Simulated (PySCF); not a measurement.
4-methylspiro(2.4)hepta-4,6-diene, C₈H₁₀.
SMILES: `CC1=CC=CC12CC2`

Level: B3LYP/def2-SVPD in PySCF, non-relativistic, on one gas-phase PBE0-D3(BJ)/def2-SVP geometry that isn't relaxed in the solvent. The solvent is an IEF-PCM continuum (van der Waals radii × 1.2), and excitations are vertical TDDFT with non-equilibrium linear response and a frozen core. The model holds no explicit solvent molecules, cavitation or dispersion.

```
run  E − E(gas) (kcal/mol)  HOMO (eV)  HOMO–LUMO gap (eV)  dipole (D)  lowest singlet (eV)  static polarisability (au)
gas                   0.00      -5.71                5.02        1.17                 4.59                        91.9
  P                  -1.36      -5.73                5.04        1.45                 4.55                       106.9
  Q                  -3.24      -5.80                5.07        1.84                 4.59                       129.5
```

Q: The runs were made in benzene and methanol. Which run belongs to which solvent?

A: P = benzene, Q = methanol. The dielectric constants are 2.271 (benzene), 32.61 (methanol), and the energy falls further as ε rises. The optical constants n² used for the excitations are 2.25, 1.77 in the same order. In this model the ground state sees the solvent through ε alone.

Q: How constant is the ratio of the lowering to (ε − 1)/(2ε + 1)?

A: 
| solvent | (ε − 1)/(2ε + 1) | E − E(gas) (kcal/mol) | ratio (kcal/mol) | polarisation term (kcal/mol) |
| --- | --- | --- | --- | --- |
| benzene | 0.229 | -1.36 | -5.9 | -1.45 |
| methanol | 0.477 | -3.24 | -6.8 | -3.79 |

The ratio changes by +14.8 % in size from benzene to methanol. The polarisation term is half the interaction of the solute with the induced surface charges.

The run took 26 s on an Intel Xeon 6975P-C with one thread, shared host with 192 logical CPUs at a one-minute load of 42, and the process peaked at 1.1 GiB of memory. This is the whole response run at B3LYP/def2-SVPD in methanol, SCF included.
